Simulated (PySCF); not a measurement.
## TDDFT excited states: AlBrH2

Compound: AlH2Br.
SMILES: `[H][Al]([H])[Br]`

Method used: TDDFT CAM-B3LYP/def2-SVPD, vertical, gas phase, core orbitals frozen in the response in PySCF 2.14.0, density-fitted response routines. Isolated species at its PBE0-D3(BJ)/def2-SVP geometry, gas phase. The CAM-B3LYP/def2-SVPD calculation is non-relativistic and has no spin–orbit coupling, an omission that weighs most on bromine.

Problem. List the vertical singlet excitations with oscillator strengths and describe the spectrum.

Solution. 

```csv
state,E (eV),ν̃ (cm⁻¹),f,|μ| (D),symmetry,"main configurations (H = HOMO, L = LUMO)"
S1,5.23,42210,0.0000,0.00,–,H→L (95%)
S2,6.33,51030,0.050,1.44,A1,H-1→L (95%)
S3,6.39,51550,0.0000,0.00,–,H-2→L (95%)
S4,6.66,53690,0.012,0.68,B1 or B2,H-3→L (98%)
S5,6.90,55610,0.057,1.48,B1 or B2,"H→L+1 (86%), H→L+2 (8%)"
S6,7.37,59470,0.077,1.66,B1 or B2,H-1→L+1 (89%)
S7,7.87,63460,0.019,0.79,B1 or B2,"H→L+2 (75%), H→L+3 (11%)"
S8,8.05,64910,0.010,0.57,B1 or B2,"H→L+3 (48%), H-2→L+1 (35%), H-2→L+2 (9%)"
S9,8.39,67700,0.016,0.71,B1 or B2,"H-2→L+1 (39%), H→L+3 (36%)"
S10,8.49,68440,0.044,1.17,B1 or B2,"H-1→L+2 (56%), H-1→L+3 (31%)"
S11,8.53,68820,0.376,3.41,A1,"H-3→L+1 (78%), H→L+8 (9%)"
S12,8.95,72180,0.018,0.72,B1 or B2,"H-1→L+3 (62%), H-1→L+2 (26%)"
S13,8.98,72440,0.116,1.85,B1 or B2,"H→L+4 (73%), H-2→L+2 (10%)"
S14,9.08,73200,0.107,1.76,A1,H→L+5 (86%)
S15,9.08,73250,0.0002,0.07,–,H→L+6 (94%)
```

Triplets, Tamm–Dancoff:

```
state  E (eV)  λ (nm)  main configurations (H = HOMO, L = LUMO)
   T1    4.92   252.2                    H→L (85%), H-2→L (13%)
   T2    5.67   218.7                               H-1→L (96%)
   T3    6.07   204.3                    H-2→L (84%), H→L (13%)
   T4    6.16   201.2                               H-3→L (93%)
```

The lowest singlet comes at 237 nm (505 kJ/mol) in the ultraviolet; it is dark (f under 0.0005); its leading configuration is HOMO→LUMO (95%). The strongest level in the table is S11 at 8.53 eV (145 nm, f = 0.376). S14/S15 lie within about 0.01 eV of each other. Löwdin shares by element: HOMO bromine 64%, hydrogen 19%, aluminium 17%; LUMO aluminium 62%, hydrogen 20%, bromine 18%. The listed states span 3.85 eV, and the widest gap between neighbours is 1.09 eV (S1 to S2). Weighted by f, the mean energy of these states is 8.29 eV. Of the 15 states listed, 12 reach f = 0.01 and 3 stay under 0.0005. Symmetry labels in C2v follow from the direction of the transition dipole and are given only for states with f of 0.002 or more; B1 and B2 swap with the choice of axes. The window holds the lowest 15 singlets.
